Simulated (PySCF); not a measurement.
# Static response to an electric field

C7H2FNSe.
Geometry (PBE0-D3(BJ)/def2-SVP, Å), atoms numbered from 1 in this order:
```xyz
12
C7H2FNSe angstrom
C     -3.3065   -0.6137    0.0079
C     -2.0954   -0.5478    0.0680
C     -0.6925   -0.4769    0.1356
Se     0.3654   -2.0127   -0.0360
C      1.8359   -0.8843    0.1837
F      3.0543   -1.3755    0.1689
C      1.5066    0.4224    0.3549
C      0.0939    0.6498    0.3282
C     -0.4746    1.9468    0.4846
N     -0.9234    3.0085    0.6112
H     -4.3789   -0.6602   -0.0470
H      2.2464    1.2091    0.4996
```

Level: CAM-B3LYP/def2-SVPD (PySCF), static field, nuclei fixed, core orbitals frozen in the response. The polarisability tensor in these axes (au):

```
x   145.61  -3.88   2.94
y    -3.88 130.25   9.33
z     2.94   9.33  63.91
```

**Question.** What are the eigenvalues, a third of the trace, and Δα (Δα² = ½Σ(αi − αj)² over the three pairs)?

**Answer.** Principal values 62.48, 130.75 and 146.54 au; mean 113.26 au = 16.78 Å³ = 18.67 × 10⁻⁴⁰ C²·m²/J; Δα = 77.38 au (68 % of the mean).

**Question.** What is the dipole moment, and where does it point?

**Answer.** (0.40, -3.55, -0.48) D, 3.61 D in size, pointing from the negative to the positive side. Measured along this direction, the outermost atoms are N10 at the negative end and Se4 at the positive end.

**Question.** What depolarisation ratio follows for Rayleigh scattering of linearly polarised light, taking the static tensor?

**Answer.** ρ = 3Δα²/(45ᾱ² + 4Δα²) = 17964.0/(577229 + 23952.0) = 0.0299.

**Question.** Find the Langevin capture rate constant for NO+ (29.998 u) meeting this molecule (198.934 u), k = 2.342 × 10⁻⁹ cm³/s × √(α in Å³ / reduced mass in u).

**Answer.** The reduced mass is 26.07 u, so k = 1.88 × 10⁻⁹ cm³/s. The formula leaves out the permanent dipole, which adds to the capture rate.

**Question.** Directions of the eigenvectors, and the extent of the frame along each?

**Answer.** Largest value along (0.97, -0.23, 0.01), where the nuclei span 7.40 Å; middle along (0.22, 0.96, 0.14), 4.65 Å; least along (-0.04, -0.14, 0.99), 0.01 Å. The response follows the extents in order.

**Question.** Estimate the molar refractivity from the static electronic polarisability.

**Answer.** Lorentz–Lorenz: R = (4π/3)N_A α = 2.5225 cm³/(mol·Å³) × 16.78 Å³ = 42.3 cm³/mol, in the limit of long wavelengths.

**Question.** Refractivity n − 1 of an ideal gas of it at 298.15 K and 1 atm, from the electronic α?

**Answer.** N = p/kT = 2.4615 × 10¹⁹ cm⁻³, so n − 1 = 2π × N × 16.78 × 10⁻²⁴ cm³ = 2596 × 10⁻⁶ at long wavelengths, for an ideal gas.

Geometry: PBE0-D3(BJ)/def2-SVP; no solvent, vibrations or thermal averaging. The calculation is non-relativistic, for selenium too.
